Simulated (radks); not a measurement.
The numbers below are computed, except where a source is named.
Isoelectronic series with 60 electrons, all held in the configuration [Xe] 4f4 6s2, which need not be the ground one along the series. Level of theory: scalar-relativistic Kohn-Sham, r2SCAN, spin-polarised, spherical densities, finite nucleus; open shells are filled with parallel spins first (spin-orbit coupling, left out, can overturn this in heavy ions); meta-GGA in the generalised Kohn-Sham scheme; Fermi nuclear charge, rms radius of each element as measured or else 0.836 A^(1/3) + 0.57 fm (a radial shooting solver on a logarithmic mesh with Libxc functionals). Total energies (hartree) and orbital eigenvalues (eV) (* marks an orbital that is empty in some or all of the ions):

ion,E (hartree),5d up*,4f down*,6s down,6s up,4f up,5p down
Pm+,-10020.8836,-10.2029,-13.3107,-9.6772,-9.9866,-17.3071,-33.5756
Sm2+,-10426.5435,-20.6601,-31.1323,-17.4589,-17.8305,-35.5688,-47.4992
Eu3+,-10841.6835,-32.9123,-51.7940,-26.5072,-26.9409,-56.6142,-63.1633
Gd4+,-11266.3205,-46.7542,-74.9513,-36.7078,-37.1999,-80.1235,-80.3837
Tb5+,-11700.5546,-62.0713,-100.4097,-47.9925,-48.5393,-105.9131,-99.0615
Dy6+,-12144.3149,-78.7897,-128.0435,-60.3155,-60.9141,-133.8635,-119.1353
Ho7+,-12597.8102,-96.8573,-157.7635,-73.6452,-74.2934,-163.8891,-140.5623

Estimate the row of Er8+.

Answer. E (hartree) -13061.0198; 5d up* -116.2359; 4f down* -189.5045; 6s down -87.9582; 6s up -88.6542; 4f up -195.9272; 5p down -163.3125.
